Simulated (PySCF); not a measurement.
# Frontier orbitals and the lowest excitations

Species: GeH7NSi.
Structure used (PBE0-D3(BJ)/def2-SVP), in Å, numbered top down from 1:
```
atom  x, y, z in Å
N1     1.6903    0.5883    0.5039
Ge2    0.6485   -0.8685    0.0545
Si3   -1.6271   -0.2008    0.2817
H4     2.6885    0.3902    0.4910
H5     1.5279    1.4008   -0.0864
H6     0.8988   -1.4198   -1.3763
H7     1.0165   -1.9859    1.0498
H8    -2.5381   -1.3238   -0.0989
H9    -1.9047    0.9610   -0.6197
H10   -1.9161    0.2056    1.6902
```

The calculation used TDDFT PBE0/def2-SVPD, vertical, gas phase, core orbitals frozen in the response (PySCF 2.14.0, density-fitted response routines). The PBE0/def2-SVPD calculation is non-relativistic and has no spin–orbit coupling, an omission that weighs most on germanium.

Kohn–Sham orbitals with the atoms that hold most of them (Löwdin shares over 4%, at most four atoms; ? is withheld):

| orbital | ε (eV) | atoms |
| --- | --- | --- |
| LUMO+2 | 0.53 | Si3 40%, Ge2 21%, H10 15%, H6 7% |
| LUMO+1 | 0.41 | Si3 27%, Ge2 27%, H6 13%, H8 9% |
| LUMO | -0.13 | ? |
| HOMO | ? | ? |
| HOMO-1 | -8.28 | Ge2 31%, Si3 30%, N1 13%, H7 8% |
| HOMO-2 | -9.37 | Ge2 26%, H7 18%, Si3 17%, H6 10% |
| HOMO-3 | -9.75 | Si3 41%, H8 31%, H10 14%, H9 5% |

(1) Give the leading atoms of the HOMO.

(2) Which atoms hold the LUMO, and with what shares?

(3) What is the HOMO energy, and the HOMO–LUMO gap?

## Answers

(1) N1 (bonded to Ge and 2 H) 57%; Ge2 (bonded to N, Si and 2 H) 15%; H6 (bonded to Ge) 10%; H4 (bonded to N) 6%. By element: nitrogen 57%, hydrogen 16% or more, germanium 15%.

(2) Ge2 (bonded to N, Si and 2 H) 32%; Si3 (bonded to Ge and 3 H) 18%; N1 (bonded to Ge and 2 H) 11%; H4 (bonded to N) 8%.

(3) ε(HOMO) = -7.34 eV; the gap is 7.21 eV (0.2650 hartree).

Q: The HOMO–LUMO gap is 7.21 eV. Where does the response calculation put the lowest singlet, and from which orbitals?

A: S1 is at 5.81 eV (f = 0.0084), 1.40 eV below the gap, made of HOMO→LUMO (97%). 

Q: Give energy, strength and leading configuration of S1, S2 and S5, and follow the Löwdin shares of the leading atoms from the occupied to the empty orbital.

A: 
- S1 (5.81 eV, f 0.0084), HOMO→LUMO (97%): N1 57% → 11%, Ge2 15% → 32%, Si3 at most 6% → 18%
- S2 (6.65 eV, f 0.030), HOMO→LUMO+1 (84%): N1 57% → at most 9%, Ge2 15% → 27%, Si3 at most 6% → 27%
- S5 (7.01 eV, f 0.045), HOMO-1→LUMO (82%): Ge2 31% → 32%, Si3 30% → 18%

Löwdin shares depend on the basis, the more so with diffuse functions.

Hardware: one thread of an Arm Neoverse V1, shared host. Cost: 39 s wall.

One conformer stands for the species.
